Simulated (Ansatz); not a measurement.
Born–Oppenheimer molecular dynamics of ClH2NZn (5 atoms, charge 0, multiplicity 1). It starts from a relaxed structure.

Level of theory: Ansatz 0.2.0, RKS PBE0-D4/def2-SVP.

| Property | Result |
| --- | --- |
| ensemble | NVT, Nosé–Hoover chain |
| time step | 1 fs |
| steps asked | 300 |
| set temperature | 300 K |
| thermostat | time constant 100 fs, chain length 3 (defaults) |
| seed | 996856 |

First frame:

```xyz
5
Properties=species:S:1:pos:R:3
N -0.452 0.756 -0.380
Zn 0.606 -0.578 0.246
Cl 1.974 -2.032 0.916
H -1.088 0.512 -1.136
H -0.991 1.269 0.313
```

Problem. What does the run give?

Solution. The run went to its last step.

| Item | Value |
| --- | --- |
| steps done | 300 |
| time covered | 300 fs |
| mean temperature over the second half | 360 K |
| spread of the potential energy over the second half | 8.2 meV per atom |
| mean potential energy of the second half above the start | 24.0 meV per atom |

The conserved energy stayed within 0.2 meV per atom of its start (net change 0.081 meV per atom), so the integration is sound. The mean temperature of the second half is 20 % above the set value. A run of 0.3 ps of so small a system gives no equilibrium averages.

Problem. What happens to the structure?

Solution. The same pairs are bonded in the first frame and the last. Pairs count as bonded within 1.25 times the sum of covalent radii (0.12 Å more for H–H). This is one draw of velocities; another would differ in detail.

Problem. How do temperature and energy run in time?

Solution. 
```json
{"time (fs)": "0.0", "T (K)": "300", "potential energy less start (eV)": "0.000", "conserved less start (meV/atom)": "0.00"}
{"time (fs)": "25.0", "T (K)": "183", "potential energy less start (eV)": "0.047", "conserved less start (meV/atom)": "0.05"}
{"time (fs)": "50.0", "T (K)": "193", "potential energy less start (eV)": "0.048", "conserved less start (meV/atom)": "0.06"}
{"time (fs)": "75.0", "T (K)": "150", "potential energy less start (eV)": "0.074", "conserved less start (meV/atom)": "0.05"}
{"time (fs)": "100.0", "T (K)": "200", "potential energy less start (eV)": "0.074", "conserved less start (meV/atom)": "0.06"}
{"time (fs)": "125.0", "T (K)": "199", "potential energy less start (eV)": "0.101", "conserved less start (meV/atom)": "0.10"}
{"time (fs)": "150.0", "T (K)": "284", "potential energy less start (eV)": "0.102", "conserved less start (meV/atom)": "0.15"}
{"time (fs)": "175.0", "T (K)": "268", "potential energy less start (eV)": "0.137", "conserved less start (meV/atom)": "0.12"}
{"time (fs)": "200.0", "T (K)": "254", "potential energy less start (eV)": "0.160", "conserved less start (meV/atom)": "0.15"}
{"time (fs)": "225.0", "T (K)": "201", "potential energy less start (eV)": "0.189", "conserved less start (meV/atom)": "0.14"}
{"time (fs)": "250.0", "T (K)": "430", "potential energy less start (eV)": "0.108", "conserved less start (meV/atom)": "0.15"}
{"time (fs)": "275.0", "T (K)": "539", "potential energy less start (eV)": "0.065", "conserved less start (meV/atom)": "0.04"}
{"time (fs)": "300.0", "T (K)": "533", "potential energy less start (eV)": "0.060", "conserved less start (meV/atom)": "0.08"}
```

Time of the run: 9.2 min on 1 thread of Arm Neoverse V1, on a shared host, peak memory 0.25 GiB.
